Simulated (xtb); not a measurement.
xtb input (GFN1-xTB):

```bash
xtb mol.xyz --gfn 1 --sp --chrg 0 --uhf 0
```
mol.xyz:
```
3

Hf     0.06899858     0.13824976     0.11353732
O      0.79805456    -0.42960949    -1.41901862
O     -1.41904176    -0.81463831     0.39718275
```

End of the output:

```
         :::::::::::::::::::::::::::::::::::::::::::::::::::::
         ::                     SUMMARY                     ::
         :::::::::::::::::::::::::::::::::::::::::::::::::::::
         :: total energy             -10.496921710468 Eh    ::
         :: gradient norm              0.021180459864 Eh/a0 ::
         :: HOMO-LUMO gap              2.771344334499 eV    ::
         ::.................................................::
         :: SCC energy               -10.545892667870 Eh    ::
         :: -> electrostatic           0.228239174260 Eh    ::
         :: repulsion energy           0.049486576159 Eh    ::
         :: dispersion energy         -0.000515618757 Eh    ::
         :: halogen bond corr.         0.000000000000 Eh    ::
         :: add. restraining           0.000000000000 Eh    ::
         :: total charge              -0.000000000000 e     ::
         :::::::::::::::::::::::::::::::::::::::::::::::::::::

           -------------------------------------------------
          |                Property Printout                |
           -------------------------------------------------

    * Orbital Energies and Occupations

         #    Occupation            Energy/Eh            Energy/eV
      -------------------------------------------------------------
         1        2.0000           -0.7183768             -19.5480
         2        2.0000           -0.7081138             -19.2688
         3        2.0000           -0.5002861             -13.6135
         4        2.0000           -0.4893406             -13.3156
         5        2.0000           -0.4737510             -12.8914
         6        2.0000           -0.4673618             -12.7176
         7        2.0000           -0.4605801             -12.5330
         8        2.0000           -0.4524311             -12.3113 (HOMO)
         9                         -0.3505861              -9.5399 (LUMO)
        10                         -0.3302921              -8.9877
        11                         -0.3177171              -8.6455
        12                         -0.2992234              -8.1423
        13                         -0.2453920              -6.6775
        14                         -0.1969589              -5.3595
        15                         -0.1876314              -5.1057
Note: The following floating-point exceptions are signalling: IEEE_DENORMAL
normal termination of xtb
        16                          0.1712449               4.6598
        17                          0.2090523               5.6886
      -------------------------------------------------------------
                  HL-Gap            0.1018450 Eh            2.7713 eV
             Fermi-level           -0.4015086 Eh          -10.9256 eV

  Mulliken/CM5 charges         n(s)   n(p)   n(d)
     1Hf    1.28448  1.82411   0.599  1.140  0.977
     2O    -0.64224 -0.91206   1.642  5.000  0.000
     3O    -0.64224 -0.91206   1.642  5.000  0.000

Wiberg/Mayer (AO) data.
largest (>0.10) Wiberg bond orders for each atom

 ---------------------------------------------------------------------------
     #   Z sym  total        # sym  WBO       # sym  WBO       # sym  WBO
 ---------------------------------------------------------------------------
     1  72 Hf   4.231 --     3 O    2.115     2 O    2.115
     2   8 O    2.231 --     1 Hf   2.115     3 O    0.116
     3   8 O    2.231 --     1 Hf   2.115     2 O    0.116
 ---------------------------------------------------------------------------

Topologies differ in total number of bonds
Writing topology from bond orders to xtbtopo.mol

 dipole moment from electron density (au)
     X       Y       Z
   1.5339   3.0735   2.5241  total (Debye):   10.835

           -------------------------------------------------
          | TOTAL ENERGY              -10.496921710468 Eh   |
          | GRADIENT NORM               0.021180459864 Eh/α |
          | HOMO-LUMO GAP               2.771344334499 eV   |
           -------------------------------------------------

------------------------------------------------------------------------
------------------------------------------------------------------------
 total:
 SCF:
```
